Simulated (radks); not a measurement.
The numbers below are computed, except where a source is named.
Problem. The mean radii <r> (bohr) of the occupied orbitals of an atom or ion are listed with their occupations. Code: a radial shooting solver on a logarithmic mesh with Libxc functionals. Model: non-relativistic Kohn-Sham, LDA (Slater exchange, Perdew-Wang correlation), spin-polarised, spherical densities, point nucleus.

| orbital | occ. | <r> |
|---|---|---|
| 1s | 2 | 0.03313 |
| 2s | 2 | 0.1439 |
| 2p | 6 | 0.1230 |
| 3s | 2 | 0.3926 |
| 3p | 6 | 0.3847 |
| 3d | 10 | 0.3576 |
| 4s | 2 | 0.9769 |
| 4p | 6 | 1.057 |
| 4d | 10 | 1.574 |

Name the element and its charge. Open shells, if any, are filled with parallel spins first.

Solution. Z = 46, palladium, charge 0: Pd in [Kr] 4d10. The 1s radius gives Z: for a bare nucleus <r> = 1.5/Z, 0.03261 bohr for Z = 46, and screening makes it slightly larger (0.03313 here). The occupations add up to 46, and the charge is Z minus that.
